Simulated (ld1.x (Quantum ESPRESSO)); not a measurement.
PBEsol RRKJ dataset for tin (Sn), scalar-relativistic all-electron reference.

The input file (ld1.x (Quantum ESPRESSO) 7.5):

```
&input
   title='Sn', zed=50., rel=1, dft='PBESOL', iswitch=3,
   config='[Kr] 4d10 5s2 5p2',
   nld=2, rlderiv=2.75, eminld=-3.0, emaxld=5.0, deld=0.02
 /
 &inputp
   pseudotype=2, tm=.false., rho0=0.005, lloc=1,
   nlcc=.true., new_core_ps=.true.,
   file_pseudopw='Sn.UPF', file_wfcaegen='ae.wfc', file_wfcncgen='nc.wfc', file_beta='beta', file_chi='chi'
 /
2
5S  1  0   2.00   0.00  2.05  2.05  0.0
5P  2  1   2.00   0.00  2.55  2.55  0.0
 &test
   configts(1)='5s2 5p2'
 /
```

Command:

```bash
ld1.x < Sn.in > Sn.out
```

Output (shortened: banner, matrices, multipoles, cross overlaps and the repeated all-electron block are left out):

```
Program LD1 v.7.5
     --------------------------- All-electron run ----------------------------

     Sn
     scalar relativistic calculation

     atomic number is 50.00
     dft =PBESOL   lsd =0 sic =0 latt =0  beta=0.20 tr2=1.0E-14
     Exchange-correlation= PBESOL
                           (   1   4  10   8   0   0   0)
     mesh =1243 r(mesh) = 100.78374 a.u. xmin = -7.00 dx = 0.01250
     1 Ry =  13.60569312 eV, c = 137.03599908

     n l     nl                  e(Ry)          e(Ha)          e(eV)
     1 0     1S 1( 2.00)     -2131.3869     -1065.6934    -28998.9959
     2 0     2S 1( 2.00)      -321.7812      -160.8906     -4378.0568
     2 1     2P 1( 6.00)      -288.9123      -144.4562     -3930.8524
     3 0     3S 1( 2.00)       -62.0766       -31.0383      -844.5950
     3 1     3P 1( 6.00)       -51.3374       -25.6687      -698.4806
     4 0     4S 1( 2.00)        -9.8300        -4.9150      -133.7441
     4 1     4P 1( 6.00)        -6.5828        -3.2914       -89.5638
     3 2     3D 1(10.00)       -34.7934       -17.3967      -473.3884
     4 2     4D 1(10.00)        -1.8957        -0.9478       -25.7922
     5 0     5S 1( 2.00)        -0.7787        -0.3894       -10.5950
     5 1     5P 1( 2.00)        -0.2726        -0.1363        -3.7085

     final scf error:  4.6E-15 reached in  32 iterations

     Etot =  -12348.908598 Ry,   -6174.454299 Ha, -168015.460795 eV

     Ekin =   12892.427417 Ry,    6446.213708 Ha,  175410.411044 eV
     Encl =  -29868.088921 Ry,  -14934.044460 Ha, -406376.052026 eV
     Eh   =    4950.728466 Ry,    2475.364233 Ha,   67358.092245 eV
     Exc  =    -323.975561 Ry,    -161.987780 Ha,   -4407.912059 eV

     normalization and overlap integrals

     s(1S/1S) =  1.000000  <r> =   0.0291  <r2> =    0.0011  r(max) =   0.0188
     s(2S/2S) =  1.000000  <r> =   0.1256  <r2> =    0.0186  r(max) =   0.1068
     s(2P/2P) =  1.000000  <r> =   0.1096  <r2> =    0.0147  r(max) =   0.0853
     s(3S/3S) =  1.000000  <r> =   0.3396  <r2> =    0.1318  r(max) =   0.3090
     s(3P/3P) =  1.000000  <r> =   0.3379  <r2> =    0.1325  r(max) =   0.3013
     s(4S/4S) =  1.000000  <r> =   0.8185  <r2> =    0.7584  r(max) =   0.7412
     s(4P/4P) =  1.000000  <r> =   0.8860  <r2> =    0.8974  r(max) =   0.7890
     s(3D/3D) =  1.000000  <r> =   0.3147  <r2> =    0.1176  r(max) =   0.2498
     s(4D/4D) =  1.000000  <r> =   1.1000  <r2> =    1.4412  r(max) =   0.8829
     s(5S/5S) =  1.000000  <r> =   2.3928  <r2> =    6.5456  r(max) =   2.0147
     s(5P/5P) =  1.000000  <r> =   3.2290  <r2> =   12.2211  r(max) =   2.5548

     ------------------------ End of All-electron run ------------------------

     --------------------- Generating NC pseudopotential ---------------------

      Generating local pot.: lloc=1, matching radius rcloc =   2.5500

      Computing core charge for nlcc:

       r > 1.76 : true rho core
      Core charge pseudized with two Bessel functions
      Integrated core pseudo-charge :  12.82

      Wfc   5S  rcut= 2.040  Estimated cut-off energy=       10.73 Ry
      Using 4 Bessel functions for this wfc, rho(0) = 0.005
      This function has    0 nodes for 0 < r <    2.040

     ------------------- End of pseudopotential generation -------------------

     Computing logarithmic derivative in   2.73668
     Computing logarithmic derivative in   2.73668
     Computing the partial wave expansion
     R is outside the sphere for l=    0 j= 0.00
       no projector for channel:   1

     ---------------------- Testing the pseudopotential ----------------------

     Sn
     scalar relativistic calculation

     atomic number is 50.00   valence charge is  4.00
     dft =PBESOL   lsd =0 sic =0 latt =0  beta=0.20 tr2=1.0E-14
     mesh =1243 r(mesh) = 100.78374 xmin = -7.00 dx = 0.01250

     n l     nl             e AE (Ry)        e PS (Ry)    De AE-PS (Ry)
     1 0     5S   1( 2.00)       -0.77871       -0.77872        0.00000
     2 1     5P   1( 2.00)       -0.27257       -0.27257        0.00000

     eps = 6.7E-15  iter = 13

     Etot =  -12348.908598 Ry,   -6174.454299 Ha, -168015.460795 eV
     Etotps =   -26.204411 Ry,     -13.102205 Ha,    -356.529168 eV

     Ekin =       2.177173 Ry,       1.088586 Ha,      29.621946 eV
     Encl =     -11.485392 Ry,      -5.742696 Ha,    -156.266722 eV
     Ehrt =       5.163141 Ry,       2.581570 Ha,      70.248105 eV
     Ecxc =     -21.757282 Ry,     -10.878641 Ha,    -296.022899 eV
     (Ecc =     -19.298424 Ry,      -9.649212 Ha,    -262.568430 eV)
     Epseu=      -0.302050 Ry,      -0.151025 Ha,      -4.109598 eV

     ---------------------- End of pseudopotential test ----------------------
```

Generation and configuration tests took about 1.1 s on one core of a shared server CPU.

Transferability test of the new file with ld1.x, input:

```
&input
   title='Sn', zed=50., rel=1, dft='PBESOL', iswitch=2,
   config='[Kr] 4d10 5s2 5p2'
 /
 &test
   file_pseudo='Sn.UPF', nconf=8,
   configts(1)='5s2 5p2',
   configts(2)='5s2 5p1',
   configts(3)='5s2 5p0',
   configts(4)='5s1 5p0',
   configts(5)='5s1 5p3',
   configts(6)='5s2 5p2.3',
   configts(7)='5s2 5p1.5',
   configts(8)='5s0 5p4'
 /
```

```bash
ld1.x < Sn.test.in > Sn.test.out
```

Pseudopotential blocks of its output, shortened (energy terms left out):

```
     ---------------------- Testing the pseudopotential ----------------------

     n l     nl             e AE (Ry)        e PS (Ry)    De AE-PS (Ry)
     1 0     5S   1( 2.00)       -0.77871       -0.77872        0.00000
     2 1     5P   1( 2.00)       -0.27257       -0.27257        0.00000

     eps = 2.7E-15  iter = 16

     Etot =  -12348.908598 Ry,   -6174.454299 Ha, -168015.460794 eV
     Etotps =   -26.204410 Ry,     -13.102205 Ha,    -356.529154 eV

     ---------------------- End of pseudopotential test ----------------------

          ---------------------- Testing the pseudopotential ----------------------

     n l     nl             e AE (Ry)        e PS (Ry)    De AE-PS (Ry)
     1 0     5S   1( 2.00)       -1.31446       -1.31665        0.00220
     2 1     5P   1( 1.00)       -0.75583       -0.75715        0.00132

     eps = 9.7E-15  iter = 11

     Etot =  -12348.401615 Ry,   -6174.200807 Ha, -168008.562931 eV
     Etotps =   -25.696867 Ry,     -12.848433 Ha,    -349.623683 eV
     dEtot_ae =       0.506984 Ry
     dEtot_ps =       0.507543 Ry,   Delta E=      -0.000559 Ry

     ---------------------- End of pseudopotential test ----------------------

          ---------------------- Testing the pseudopotential ----------------------

     n l     nl             e AE (Ry)        e PS (Ry)    De AE-PS (Ry)
     1 0     5S   1( 2.00)       -1.92269       -1.93240        0.00970  !
     2 1     5P   1( 0.00)       -1.30750       -1.31454        0.00705  !

     eps = 9.2E-16  iter =  9

     Etot =  -12347.374720 Ry,   -6173.687360 Ha, -167994.591314 eV
     Etotps =   -24.666076 Ry,     -12.333038 Ha,    -335.599062 eV
     dEtot_ae =       1.533878 Ry
     dEtot_ps =       1.538333 Ry,   Delta E=      -0.004455 Ry

     ---------------------- End of pseudopotential test ----------------------

          ---------------------- Testing the pseudopotential ----------------------

     n l     nl             e AE (Ry)        e PS (Ry)    De AE-PS (Ry)
     1 0     5S   1( 1.00)       -2.64305       -2.67534        0.03230  !
     2 1     5P   1( 0.00)       -1.96311       -1.98782        0.02471  !

     eps = 1.5E-17  iter =  7

     Etot =  -12345.095215 Ry,   -6172.547608 Ha, -167963.577076 eV
     Etotps =   -22.366374 Ry,     -11.183187 Ha,    -304.310022 eV
     dEtot_ae =       3.813383 Ry
     dEtot_ps =       3.838035 Ry,   Delta E=      -0.024652 Ry

     ---------------------- End of pseudopotential test ----------------------

          ---------------------- Testing the pseudopotential ----------------------

     n l     nl             e AE (Ry)        e PS (Ry)    De AE-PS (Ry)
     1 0     5S   1( 1.00)       -0.84256       -0.84488        0.00232
     2 1     5P   1( 3.00)       -0.31868       -0.31917        0.00049

     eps = 7.6E-15  iter = 16

     Etot =  -12348.393493 Ry,   -6174.196746 Ha, -168008.452423 eV
     Etotps =   -25.688349 Ry,     -12.844174 Ha,    -349.507787 eV
     dEtot_ae =       0.515106 Ry
     dEtot_ps =       0.516061 Ry,   Delta E=      -0.000955 Ry

     ---------------------- End of pseudopotential test ----------------------

          ---------------------- Testing the pseudopotential ----------------------

     n l     nl             e AE (Ry)        e PS (Ry)    De AE-PS (Ry)
     1 0     5S   1( 2.00)       -0.63908       -0.63896       -0.00012
     2 1     5P   1( 2.30)       -0.14707       -0.14704       -0.00003

     eps = 4.1E-15  iter = 10

     Etot =  -12348.971244 Ry,   -6174.485622 Ha, -168016.313129 eV
     Etotps =   -26.267066 Ry,     -13.133533 Ha,    -357.381636 eV
     dEtot_ae =      -0.062645 Ry
     dEtot_ps =      -0.062656 Ry,   Delta E=       0.000011 Ry

     ---------------------- End of pseudopotential test ----------------------

          ---------------------- Testing the pseudopotential ----------------------

     n l     nl             e AE (Ry)        e PS (Ry)    De AE-PS (Ry)
     1 0     5S   1( 2.00)       -1.03521       -1.03587        0.00066
     2 1     5P   1( 1.50)       -0.50357       -0.50390        0.00033

     eps = 4.0E-15  iter =  9

     Etot =  -12348.715617 Ry,   -6174.357808 Ha, -168012.835147 eV
     Etotps =   -26.011318 Ry,     -13.005659 Ha,    -353.902016 eV
     dEtot_ae =       0.192982 Ry
     dEtot_ps =       0.193091 Ry,   Delta E=      -0.000110 Ry

     ---------------------- End of pseudopotential test ----------------------

          ---------------------- Testing the pseudopotential ----------------------

     n l     nl             e AE (Ry)        e PS (Ry)    De AE-PS (Ry)
     1 0     5S   1( 0.00)       -0.90030       -0.90522        0.00491
     2 1     5P   1( 4.00)       -0.36025       -0.36138        0.00113

     eps = 4.7E-17  iter =  8

     Etot =  -12347.861455 Ry,   -6173.930728 Ha, -168001.213682 eV
     Etotps =   -25.153477 Ry,     -12.576739 Ha,    -342.230493 eV
     dEtot_ae =       1.047143 Ry
     dEtot_ps =       1.050932 Ry,   Delta E=      -0.003789 Ry

     ---------------------- End of pseudopotential test ----------------------
```
